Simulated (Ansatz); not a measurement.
Consider the silylene formation by 1,1-elimination: `B[Si](C)(C)F` → `BF` + `C[Si]C`.

Isolated molecules relaxed with PBE0-D4/def2-TZVP in Ansatz; ΔE leaves out vibrations. CCSD(T)/CBS adds triple-zeta CCSD(T) − MP2 to the extrapolated MP2 energy (def2 sets, frozen cores). This one scheme is used for every species.

```csv
species,CCSD/CBS(def2) energy (Eh)
`B[Si](C)(C)F`,-494.61373
`BF`,-125.81043
`C[Si]C`,-368.72546
```

Task: Work out ΔE.

Result: ΔE = (-125.81043) + (-368.72546) − (-494.61373) = 0.07784 Eh = +48.8 kcal/mol. CCSD(T)/CBS gives +48.8 kcal/mol.

Largest T1 diagnostic among the species: 0.013.

From PBE to PBE0 (25 % exact exchange), in def2-TZVPP and without D4, ΔE moves by +3.3 kcal/mol. In def2-TZVPP, CCSD(T) changes the Hartree–Fock value by +0.8 kcal/mol (the triples alone add −0.0 kcal/mol) and MP2 by +3.5 kcal/mol. The D4 term adds +2.8 kcal/mol with B3LYP and +1.6 kcal/mol with PBE0; it sums over pairs of atoms, weighted by their polarisabilities, and B3LYP, whose exchange is more repulsive, gets the larger term.

B3LYP here is the variant with VWN-RPA as its local correlation; programs differ in this.
